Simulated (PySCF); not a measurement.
HAl, charge -1, doublet, at the geometry of the source list (a state made from the parent by changing its charge; the spin is typed, not shown lowest); PySCF with B3LYP/6-31G**.

Input for PySCF:
```python
from pyscf import gto, scf, dft

mol = gto.M(
    atom='''
Al    0.44950000    0.13630000   -0.65720000
H    -0.44950000   -0.13630000    0.65720000
''',
    basis='6-31g**',
    charge=-1,
    spin=1,
    verbose=4,
    symmetry=True,
)

mf = dft.UKS(mol)
mf.xc = 'b3lyp'
mf.kernel()
mf.analyze()
```

Task: Predict the main parts of the log of this PySCF run.

Result: 
```
PySCF version 2.14.0

[INPUT] verbose = 4
[INPUT] num. atoms = 2
[INPUT] num. electrons = 15
[INPUT] charge = -1
[INPUT] spin (= nelec alpha-beta = 2S) = 1
[INPUT] symmetry True subgroup None
[INPUT] Mole.unit = angstrom
[INPUT] Symbol           X                Y                Z      unit          X                Y                Z       unit  Magmom
[INPUT]  1 Al     0.449500000000   0.136300000000  -0.657200000000 AA    0.849431892992   0.257569670778  -1.241928009064 Bohr   0.0
[INPUT]  2 H     -0.449500000000  -0.136300000000   0.657200000000 AA   -0.849431892992  -0.257569670778   1.241928009064 Bohr   0.0

nuclear repulsion = 4.25805232075021
point group symmetry = Coov
symmetry origin: [ 0.72808448  0.220774   -1.06450972]
symmetry axis x: [0.         0.97916347 0.20307362]
symmetry axis y: [ 0.83088105 -0.11300033  0.54485558]
symmetry axis z: [-0.55645007 -0.16873002  0.81356838]
num. orbitals of irrep A1 = 11
num. orbitals of irrep E1x = 5
num. orbitals of irrep E1y = 5
num. orbitals of irrep E2x = 1
num. orbitals of irrep E2y = 1
number of shells = 11
number of NR pGTOs = 58
number of NR cGTOs = 23
basis = 6-31g**
ecp = {}

******** <class 'pyscf.dft.uks_symm.SymAdaptedUKS'> ********
method = SymAdaptedUKS
initial guess = minao
damping factor = 0
level_shift factor = 0
DIIS = <class 'pyscf.scf.diis.CDIIS'>
diis_start_cycle = 1
diis_space = 8
diis_damp = 0
SCF conv_tol = 1e-09
SCF conv_tol_grad = None
SCF max_cycles = 50
direct_scf = True
direct_scf_tol = 1e-13
number electrons alpha = 8  beta = 7
XC library pyscf.dft.libxc version 7.1.2
    S. Lehtola, C. Steigemann, M. J. T. Oliveira, and M. A. L. Marques,  SoftwareX 7, 1–5 (2018)
XC functionals = b3lyp
    P. J. Stephens, F. J. Devlin, C. F. Chabalowski, and M. J. Frisch,  J. Phys. Chem. 98, 11623 (1994)
radial grids:
    Treutler-Ahlrichs [JCP 102, 346 (1995); DOI:10.1063/1.469408] (M4) radial grids

becke partition: Becke, JCP 88, 2547 (1988); DOI:10.1063/1.454033
pruning grids: <function nwchem_prune>
grids dens level: 3
symmetrized grids: True
atomic radii adjust function: <function treutler_atomic_radii_adjust>
small_rho_cutoff = 0
Freeze 0 electrons in irreps []
    15 free electrons in irreps A1 E1x E1y E2x E2y
Set gradient conv threshold to 3.16228e-05
tot grids = 28992
init E= -242.860296782954

cycle= 1 E= -242.957911922478  delta_E= -0.0976  |g|= 0.113  |ddm|= 0.881

cycle= 2 E= -242.971441387586  delta_E= -0.0135  |g|= 0.0616  |ddm|= 0.597

cycle= 3 E= -242.976688948843  delta_E= -0.00525  |g|= 0.00596  |ddm|= 0.197

cycle= 4 E= -242.976719032211  delta_E= -3.01e-05  |g|= 0.00361  |ddm|= 0.0169

cycle= 5 E= -242.976721121269  delta_E= -2.09e-06  |g|= 0.00325  |ddm|= 0.00449

cycle= 6 E= -242.976721238297  delta_E= -1.17e-07  |g|= 0.00334  |ddm|= 0.00268

cycle= 7 E= -242.976721298113  delta_E= -5.98e-08  |g|= 0.00331  |ddm|= 0.00119

cycle= 8 E= -242.976721324257  delta_E= -2.61e-08  |g|= 0.0033  |ddm|= 0.00168

cycle= 9 E= -242.976721372517  delta_E= -4.83e-08  |g|= 0.00331  |ddm|= 0.00116

cycle= 10 E= -242.976721262058  delta_E= 1.1e-07  |g|= 0.00335  |ddm|= 0.000841

cycle= 11 E= -242.976721260111  delta_E= 1.95e-09  |g|= 0.00335  |ddm|= 0.000428

cycle= 12 E= -242.97672122191  delta_E= 3.82e-08  |g|= 0.00335  |ddm|= 0.000644

cycle= 13 E= -242.976721237206  delta_E= -1.53e-08  |g|= 0.00334  |ddm|= 0.000286

cycle= 14 E= -242.9767212393  delta_E= -2.09e-09  |g|= 0.00332  |ddm|= 0.000591

cycle= 15 E= -242.976721210831  delta_E= 2.85e-08  |g|= 0.00333  |ddm|= 0.000426

cycle= 16 E= -242.97672117214  delta_E= 3.87e-08  |g|= 0.00335  |ddm|= 0.000916

cycle= 17 E= -242.976721147637  delta_E= 2.45e-08  |g|= 0.00333  |ddm|= 0.00115

cycle= 18 E= -242.976721314892  delta_E= -1.67e-07  |g|= 0.00323  |ddm|= 0.00197

cycle= 19 E= -242.976721085213  delta_E= 2.3e-07  |g|= 0.00334  |ddm|= 0.00244

cycle= 20 E= -242.976721294853  delta_E= -2.1e-07  |g|= 0.00334  |ddm|= 0.00162

cycle= 21 E= -242.976721215696  delta_E= 7.92e-08  |g|= 0.00335  |ddm|= 0.000681

cycle= 22 E= -242.976721260097  delta_E= -4.44e-08  |g|= 0.00334  |ddm|= 0.00111

cycle= 23 E= -242.976721189821  delta_E= 7.03e-08  |g|= 0.00331  |ddm|= 0.00107

cycle= 24 E= -242.97672118577  delta_E= 4.05e-09  |g|= 0.00333  |ddm|= 0.000588

cycle= 25 E= -242.976721211383  delta_E= -2.56e-08  |g|= 0.00335  |ddm|= 0.00105

cycle= 26 E= -242.976721259002  delta_E= -4.76e-08  |g|= 0.00334  |ddm|= 0.000592

cycle= 27 E= -242.976721216178  delta_E= 4.28e-08  |g|= 0.0033  |ddm|= 0.00128

cycle= 28 E= -242.976721215563  delta_E= 6.16e-10  |g|= 0.00335  |ddm|= 0.00169

cycle= 29 E= -242.976721157216  delta_E= 5.83e-08  |g|= 0.00337  |ddm|= 0.000853

cycle= 30 E= -242.976721122237  delta_E= 3.5e-08  |g|= 0.00334  |ddm|= 0.00137

cycle= 31 E= -242.976721150417  delta_E= -2.82e-08  |g|= 0.00335  |ddm|= 0.000975

cycle= 32 E= -242.976721178327  delta_E= -2.79e-08  |g|= 0.00327  |ddm|= 0.00184

cycle= 33 E= -242.976721127712  delta_E= 5.06e-08  |g|= 0.00331  |ddm|= 0.00082

cycle= 34 E= -242.976720935447  delta_E= 1.92e-07  |g|= 0.00331  |ddm|= 0.00118

cycle= 35 E= -242.976721129309  delta_E= -1.94e-07  |g|= 0.00329  |ddm|= 0.00121

cycle= 36 E= -242.976721194401  delta_E= -6.51e-08  |g|= 0.00327  |ddm|= 0.000678

cycle= 37 E= -242.97672115171  delta_E= 4.27e-08  |g|= 0.00331  |ddm|= 0.00149

cycle= 38 E= -242.976721190667  delta_E= -3.9e-08  |g|= 0.0033  |ddm|= 0.000582

cycle= 39 E= -242.976721086632  delta_E= 1.04e-07  |g|= 0.00328  |ddm|= 0.00148

cycle= 40 E= -242.976721277264  delta_E= -1.91e-07  |g|= 0.00327  |ddm|= 0.000887

cycle= 41 E= -242.976721316289  delta_E= -3.9e-08  |g|= 0.0033  |ddm|= 0.00162

cycle= 42 E= -242.976721300496  delta_E= 1.58e-08  |g|= 0.0033  |ddm|= 0.000349

cycle= 43 E= -242.976721285297  delta_E= 1.52e-08  |g|= 0.0033  |ddm|= 0.000431

cycle= 44 E= -242.97672125218  delta_E= 3.31e-08  |g|= 0.00329  |ddm|= 0.000938

cycle= 45 E= -242.976721248263  delta_E= 3.92e-09  |g|= 0.00329  |ddm|= 0.000125

cycle= 46 E= -242.976721382717  delta_E= -1.34e-07  |g|= 0.00322  |ddm|= 0.00187

cycle= 47 E= -242.976721265489  delta_E= 1.17e-07  |g|= 0.00328  |ddm|= 0.00105

cycle= 48 E= -242.976721114535  delta_E= 1.51e-07  |g|= 0.00335  |ddm|= 0.00172

cycle= 49 E= -242.97672115812  delta_E= -4.36e-08  |g|= 0.00336  |ddm|= 0.00148

cycle= 50 E= -242.976721066792  delta_E= 9.13e-08  |g|= 0.00332  |ddm|= 0.00231
SCF not converged.
SCF energy = -242.976721066792 after 50 cycles  <S^2> = 0.75157377  2S+1 = 2.0015732
**** SCF Summaries ****
Total Energy =                        -242.976721066791953
Nuclear Repulsion Energy =               4.258052320750209
One-electron Energy =                 -349.238004079459017
Two-electron Energy =                  102.003230691916855
Two-electron Coulomb Energy =          121.160683352782712
DFT Exchange-Correlation Energy =      -19.157452660865850
TODO: total wave-function symmetry for Coov
alpha occupancy for each irrep:     A1  E1x  E1y  E2x  E2y
                                     5    2    1    0    0
beta  occupancy for each irrep:     A1  E1x  E1y  E2x  E2y
                                     5    1    1    0    0
**** MO energy ****
alpha MO #1 (A1 #1), energy= -55.797654241907 occ= 1
alpha MO #2 (A1 #2), energy= -3.89193907221307 occ= 1
alpha MO #3 (E1x #1), energy= -2.44442371870149 occ= 1
alpha MO #4 (E1y #1), energy= -2.44442371870149 occ= 1
alpha MO #5 (A1 #3), energy= -2.44047496174961 occ= 1
alpha MO #6 (A1 #4), energy= -0.154236692517508 occ= 1
alpha MO #7 (A1 #5), energy= 0.00847077984117606 occ= 1
alpha MO #8 (E1x #2), energy= 0.0810442399513378 occ= 1
alpha MO #9 (E1y #2), energy= 0.0810442399513378 occ= 0
alpha MO #10 (A1 #6), energy= 0.248134210945298 occ= 0
alpha MO #11 (A1 #7), energy= 0.310155924268404 occ= 0
alpha MO #12 (E1x #3), energy= 0.380901428197552 occ= 0
alpha MO #13 (E1y #3), energy= 0.380901428197552 occ= 0
alpha MO #14 (A1 #8), energy= 0.410822597700282 occ= 0
alpha MO #15 (E1x #4), energy= 0.698187619946264 occ= 0
alpha MO #16 (E1y #4), energy= 0.698187619946264 occ= 0
alpha MO #17 (E2x #1), energy= 0.701294127415067 occ= 0
alpha MO #18 (E2y #1), energy= 0.701294127415067 occ= 0
alpha MO #19 (A1 #9), energy= 0.809850507048953 occ= 0
alpha MO #20 (A1 #10), energy= 1.23206236335375 occ= 0
alpha MO #21 (E1x #5), energy= 2.34866921570473 occ= 0
alpha MO #22 (E1y #5), energy= 2.34866921570473 occ= 0
alpha MO #23 (A1 #11), energy= 2.78617188501778 occ= 0
beta  MO #1 (A1 #1), energy= -55.7964048056052 occ= 1
beta  MO #2 (A1 #2), energy= -3.89042656941596 occ= 1
beta  MO #3 (A1 #3), energy= -2.43978325577537 occ= 1
beta  MO #4 (E1x #1), energy= -2.43954155988086 occ= 1
beta  MO #5 (E1y #1), energy= -2.43954155988086 occ= 1
beta  MO #6 (A1 #4), energy= -0.142050163646015 occ= 1
beta  MO #7 (A1 #5), energy= 0.0192740255827153 occ= 1
beta  MO #8 (E1x #2), energy= 0.154219525712925 occ= 0
beta  MO #9 (E1y #2), energy= 0.154219525712925 occ= 0
beta  MO #10 (A1 #6), energy= 0.257027774678113 occ= 0
beta  MO #11 (A1 #7), energy= 0.319164458539427 occ= 0
beta  MO #12 (E1x #3), energy= 0.407517993378302 occ= 0
beta  MO #13 (E1y #3), energy= 0.407517993378302 occ= 0
beta  MO #14 (A1 #8), energy= 0.414198654648966 occ= 0
beta  MO #15 (E1x #4), energy= 0.719739949890357 occ= 0
beta  MO #16 (E1y #4), energy= 0.719739949890357 occ= 0
beta  MO #17 (E2x #1), energy= 0.725245281887351 occ= 0
beta  MO #18 (E2y #1), energy= 0.725245281887351 occ= 0
beta  MO #19 (A1 #9), energy= 0.815403454670546 occ= 0
beta  MO #20 (A1 #10), energy= 1.23456947680331 occ= 0
beta  MO #21 (E1x #5), energy= 2.35081813303553 occ= 0
beta  MO #22 (E1y #5), energy= 2.35081813303553 occ= 0
beta  MO #23 (A1 #11), energy= 2.78669476501432 occ= 0
 ** Mulliken pop alpha/beta on meta-lowdin orthogonal AOs **
 ** Mulliken pop       alpha | beta **
pop of  0 Al 1s        1.00000 | 1.00000
pop of  0 Al 2s        0.99994 | 0.99993
pop of  0 Al 3s        0.90087 | 0.88342
pop of  0 Al 4s        0.01291 | 0.01052
pop of  0 Al 2px       0.99992 | 0.99993
pop of  0 Al 2py       0.99995 | 0.99992
pop of  0 Al 2pz       0.99993 | 0.99993
pop of  0 Al 3px       0.15050 | 0.15440
pop of  0 Al 3py       0.92707 | 0.01424
pop of  0 Al 3pz       0.36094 | 0.32999
pop of  0 Al 4px       0.00095 | 0.00130
pop of  0 Al 4py       0.04546 | 0.00015
pop of  0 Al 4pz       0.00395 | 0.00274
pop of  0 Al 3dxy      0.00016 | 0.00009
pop of  0 Al 3dyz      0.00033 | 0.00019
pop of  0 Al 3dz^2     0.00104 | 0.00084
pop of  0 Al 3dxz      0.00260 | 0.00212
pop of  0 Al 3dx2-y2    0.00025 | 0.00020
pop of  1 H 1s        0.59150 | 0.59876
pop of  1 H 2s        0.00127 | 0.00088
pop of  1 H 2px       0.00013 | 0.00014
pop of  1 H 2py       0.00006 | 0.00001
pop of  1 H 2pz       0.00028 | 0.00030
In total             8.00000 | 7.00000
 ** Mulliken atomic charges   ( Nelec_alpha | Nelec_beta ) **
charge of  0Al =     -0.80668  (     7.40677      6.39991 )
charge of  1H =     -0.19332  (     0.59323      0.60009 )

WARN: System has nonzero charge -1; the dipole moment is origin-dependent.
Location of origin: [0. 0. 0.]

Dipole moment(X, Y, Z, Debye): -2.53845, -0.76972,  3.71139
```

Convergence was not reached.
